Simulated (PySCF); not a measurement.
C3H8OSi, SMILES C=C[SiH2]OC. Atoms are numbered in the order given.

```xyz
13

Si     0.8573    -0.0102     0.0000
C      0.2695    -1.7756     0.0000
C     -1.0330    -2.0824     0.0000
O     -0.5165     0.9346     0.0000
C     -0.4975     2.3406     0.0000
H      1.6939     0.2901     1.2043
H      1.6939     0.2901    -1.2043
H      1.0052    -2.5916     0.0000
H     -1.3873    -3.1203     0.0000
H     -1.7968    -1.2964     0.0000
H      0.0108     2.7446     0.8958
H     -1.5349     2.7096     0.0000
H      0.0108     2.7446    -0.8958
```
Charge 0, spin multiplicity 1.

Geometry optimised at ωB97X-D3(BJ)/def2-SVP. One conformer was computed; it need not be the lowest.

The numbers are results of M06-2X/def2-TZVP in PySCF, not measurements.

Gas-phase values at a fixed geometry.

* **total energy**: -483.82889 hartree
* **point group**: Cs
* **highest occupied level**: -9.05 eV
* **lowest empty level**: 0.56 eV
* **orbital gap**: 9.61 eV
* **dipole moment**: 0.43 D
* **quadrupole, principal values (traceless, Buckingham form, about the centre of nuclear charge)**: -5.58, -1.18, 6.76 D·Å
* **mean static polarisability**: 64.6 bohr³ (9.58 Å³)
* **polarisability, principal values**: 51.0, 65.5, 77.3 bohr³
